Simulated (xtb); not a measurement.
Input file for xtb: GFN2-xTB on H2OSSn (SMILES [OH][Sn][SH]), a point of a torsion scan.

```
$ xtb mol.xyz --gfn 2 --opt vtight --chrg 0 --uhf 0 --input xcontrol
5

O     -1.38165876     0.56036321    -0.42031118
Sn    -0.11070637    -0.93421131    -0.76916510
S     -1.44928033    -2.76027353    -1.60218927
H     -2.27648987     0.23461351    -0.17357848
H     -2.58627841    -2.83792789    -0.75854681
$constrain
  force constant=1.0
  dihedral: 4,1,2,3,30.0
$end
```

The log:

```
[...]
           -------------------------------------------------
          |                Calculation Setup                |
           -------------------------------------------------



           -------------------------------------------------
          |                 G F N 2 - x T B                 |
           -------------------------------------------------

        Reference                      10.1021/acs.jctc.8b01176
      * Hamiltonian:
        H0-scaling (s, p, d)           1.850000    2.230000    2.230000
        zeta-weighting                 0.500000
      * Dispersion:
        s8                             2.700000
        a1                             0.520000
        a2                             5.000000
        s9                             5.000000
      * Repulsion:
        kExp                           1.500000    1.000000
        rExp                           1.000000
      * Coulomb:
        alpha                          2.000000
        third order                    shell-resolved
        anisotropic                    true
        a3                             3.000000
        a5                             4.000000
        cn-shift                       1.200000
        cn-exp                         4.000000
        max-rad                        5.000000


          ...................................................
          :                      SETUP                      :
          :.................................................:
          :  # basis functions                  26          :
          :  # atomic orbitals                  24          :
          :  # shells                           10          :
          :  # electrons                        18          :
          :  max. iterations                   250          :
          :  Hamiltonian                  GFN2-xTB          :
          :  restarted?                      false          :
          :  GBSA solvation                  false          :
          :  PC potential                    false          :
          :  electronic temp.          300.0000000     K    :
          :  accuracy                    1.0000000          :
          :  -> integral cutoff          0.2500000E+02      :
          :  -> integral neglect         0.1000000E-07      :
          :  -> SCF convergence          0.1000000E-05 Eh   :
          :  -> wf. convergence          0.1000000E-03 e    :
          :  Broyden damping             0.4000000          :
          :  net charge                          0          :
          :  unpaired electrons                  0          :
          ...................................................

 iter      E             dE          RMSdq      gap      omega  full diag
   1     -9.7130187 -0.971302E+01  0.348E+01    1.13       0.0  T
   2     -9.9741982 -0.261179E+00  0.257E+01    4.79       1.0  T
   3    -10.4814278 -0.507230E+00  0.588E+00    4.09       1.0  T
   4    -10.5176942 -0.362665E-01  0.115E+01    2.88       1.0  T
   5    -10.4817938  0.359004E-01  0.626E+00    4.06       1.0  T
   6    -10.5285531 -0.467592E-01  0.286E+00    3.16       1.0  T
   7    -10.5259107  0.264240E-02  0.191E+00    3.15       1.0  T
   8    -10.5292419 -0.333126E-02  0.549E-01    3.38       1.0  T
   9    -10.5294989 -0.256960E-03  0.329E-01    3.35       1.0  T
  10    -10.5295887 -0.898228E-04  0.240E-02    3.32       1.9  T
  11    -10.5295891 -0.380734E-06  0.690E-03    3.32       6.5  T
  12    -10.5295888  0.329326E-06  0.180E-02    3.32       2.5  T
  13    -10.5295891 -0.335484E-06  0.141E-03    3.32      31.6  T
  14    -10.5295891 -0.977083E-09  0.701E-04    3.32      63.8  T
  15    -10.5295891 -0.729560E-09  0.138E-04    3.32     324.0  T

   *** convergence criteria satisfied after 15 iterations ***

         #    Occupation            Energy/Eh            Energy/eV
      -------------------------------------------------------------
         1        2.0000           -0.8433816             -22.9496
       ...           ...                  ...                  ...
         3        2.0000           -0.6522960             -17.7499
         4        2.0000           -0.5345995             -14.5472
         5        2.0000           -0.4807998             -13.0832
         6        2.0000           -0.4508990             -12.2696
         7        2.0000           -0.4438563             -12.0779
         8        2.0000           -0.3931197             -10.6973
         9        2.0000           -0.3798967             -10.3375 (HOMO)
        10                         -0.2579430              -7.0190 (LUMO)
        11                         -0.1846171              -5.0237
        12                         -0.1708505              -4.6491
        13                         -0.1474641              -4.0127
        14                         -0.1221031              -3.3226
       ...                                ...                  ...
        24                
[...]
     2.0000           -0.4775225             -12.9940
         6        2.0000           -0.4434500             -12.0669
         7        2.0000           -0.4375585             -11.9066
         8        2.0000           -0.3909891             -10.6394
         9        2.0000           -0.3783575             -10.2956 (HOMO)
        10                         -0.2513235              -6.8389 (LUMO)
        11                         -0.1897900              -5.1644
        12                         -0.1746837              -4.7534
        13                         -0.1228380              -3.3426
        14                         -0.1184891              -3.2243
       ...                                ...                  ...
        24                          0.6024002              16.3921
      -------------------------------------------------------------
                  HL-Gap            0.1270340 Eh            3.4568 eV
             Fermi-level           -0.3148405 Eh           -8.5672 eV

 SCC (total)                   0 d,  0 h,  0 min,  0.002 sec
 SCC setup                      ...        0 min,  0.000 sec (  2.200%)
 Dispersion                     ...        0 min,  0.000 sec (  0.506%)
 classical contributions        ...        0 min,  0.000 sec (  0.217%)
 integral evaluation            ...        0 min,  0.001 sec ( 25.583%)
 iterations                     ...        0 min,  0.000 sec ( 21.915%)
 molecular gradient             ...        0 min,  0.001 sec ( 45.891%)
 printout                       ...        0 min,  0.000 sec (  3.228%)

         :::::::::::::::::::::::::::::::::::::::::::::::::::::
         ::                     SUMMARY                     ::
         :::::::::::::::::::::::::::::::::::::::::::::::::::::
         :: total energy             -10.520213508559 Eh    ::
         :: gradient norm              0.000138400448 Eh/a0 ::
         :: HOMO-LUMO gap              3.456769841267 eV    ::
         ::.................................................::
         :: SCC energy               -10.551002905288 Eh    ::
         :: -> isotropic ES            0.026547131209 Eh    ::
         :: -> anisotropic ES          0.001542650475 Eh    ::
         :: -> anisotropic XC         -0.000167561213 Eh    ::
         :: -> dispersion             -0.002831541143 Eh    ::
         :: repulsion energy           0.030786842534 Eh    ::
         :: add. restraining           0.000002554195 Eh    ::
         :: total charge              -0.000000000000 e     ::
         :::::::::::::::::::::::::::::::::::::::::::::::::::::

           -------------------------------------------------
          |                Property Printout                |
           -------------------------------------------------

    * Orbital Energies and Occupations

         #    Occupation            Energy/Eh            Energy/eV
      -------------------------------------------------------------
         1        2.0000           -0.8439212             -22.9643
         2        2.0000           -0.6894848             -18.7618
         3        2.0000           -0.6499516             -17.6861
         4        2.0000           -0.5257954             -14.3076
         5        2.0000           -0.4775225             -12.9940
         6        2.0000           -0.4434500             -12.0669
         7        2.0000           -0.4375585             -11.9066
         8        2.0000           -0.3909891             -10.6394
         9        2.0000           -0.3783575             -10.2956 (HOMO)
        10                         -0.2513235              -6.8389 (LUMO)
        11                         -0.1897900              -5.1644
        12                         -0.1746837              -4.7534
        13                         -0.1228380              -3.3426
        14                         -0.1184891              -3.2243
        15                         -0.0991856              -2.6990
        16                         -0.0656621              -1.7868
        17                         -0.0315265              -0.8579
        18                          0.0104483               0.2843
        19                          0.0297230               0.8088
        20                          0.0378482               1.0299
       ...                                ...                  ...
        24                          0.6024002              16.3921
      -------------------------------------------------------------
                  HL-Gap            0.1270340 Eh            3.4568 eV
             Fermi-level           -0.3148405 Eh           -8.5672 eV

     #   Z          covCN         q      C6AA      α(0)
     1   8 O        1.572    -0.567    24.431     6.670
     2  50 Sn       1.638     0.474   440.433    45.141
     3  16 S        1.795    -0.399   158.666    21.202
     4   1 H        0.806     0.295     0.736     1.347
     5   1 H        0.923     0.197     1.116     1.652

 Mol. C6AA /au·bohr⁶  :       1600.513552
 Mol. C8AA /au·bohr⁸  :     122038.003641
 Mol. α(0) /au        :         76.011177


Wiberg/Mayer (AO) data.
largest (>0.10) Wiberg bond orders for each atom
Note: The following floating-point exceptions are signalling: IEEE_DENORMAL
normal termination of xtb

 ---------------------------------------------------------------------------
     #   Z sym  total        # sym  WBO       # sym  WBO       # sym  WBO
 ---------------------------------------------------------------------------
     1   8 O    2.103 --     2 Sn   1.194     4 H    0.876
     2  50 Sn   2.491 --     3 S    1.210     1 O    1.194
     3  16 S    2.149 --     2 Sn   1.210     5 H    0.907
     4   1 H    0.913 --     1 O    0.876
     5   1 H    0.961 --     3 S    0.907
 ---------------------------------------------------------------------------

Topologies differ in total number of bonds
Writing topology from bond orders to xtbtopo.mol

molecular dipole:
                 x           y           z       tot (Debye)
 q only:        0.352       0.378       0.083
   full:        1.037       1.060      -0.070       3.774
molecular quadrupole (traceless):
                xx          xy          yy          xz          yz          zz
 q only:        4.888      -0.489      -8.103      -4.106      -4.173       3.215
  q+dip:        6.684      -3.866     -13.950      -7.923      -7.167       7.267
   full:        7.164      -4.972     -16.161      -7.151      -8.242       8.997

           -------------------------------------------------
          |                Geometry Summary                 |
           -------------------------------------------------

      molecular mass/u    :      168.7901864
   center of mass at/Å    :       -0.5988894      -1.0368580      -1.3252293
  moments of inertia/u·Å² :        0.6026966E+02   0.1739064E+03   0.2339845E+03
rotational constants/cm⁻¹ :        0.2797035E+00   0.9693509E-01   0.7204594E-01

 * 2 selected distances

     #   Z          #   Z                                           value/Å
     1   8 O        4   1 H                                       0.9538268 (min)
     3  16 S        5   1 H                                       1.3230390 (max)

 * 2 distinct bonds (by element types)

   Z      Z             #   av. dist./Å        max./Å        min./Å
   1 H    8 O           1     0.9538268     0.9538268     0.9538268
   1 H   16 S           1     1.3230390     1.3230390     1.3230390


optimized geometry written to: xtbopt.xyz


           -------------------------------------------------
          | TOTAL ENERGY              -10.520213508559 Eh   |
          | GRADIENT NORM               0.000138400448 Eh/α |
          | HOMO-LUMO GAP               3.456769841267 eV   |
           -------------------------------------------------

------------------------------------------------------------------------
------------------------------------------------------------------------
 total:
 SCF:
 ANC optimizer:
```

The run finished.

Warnings raised: the energy holds the restraint's term.

Cost: about 0.09 core-seconds (a rough figure).
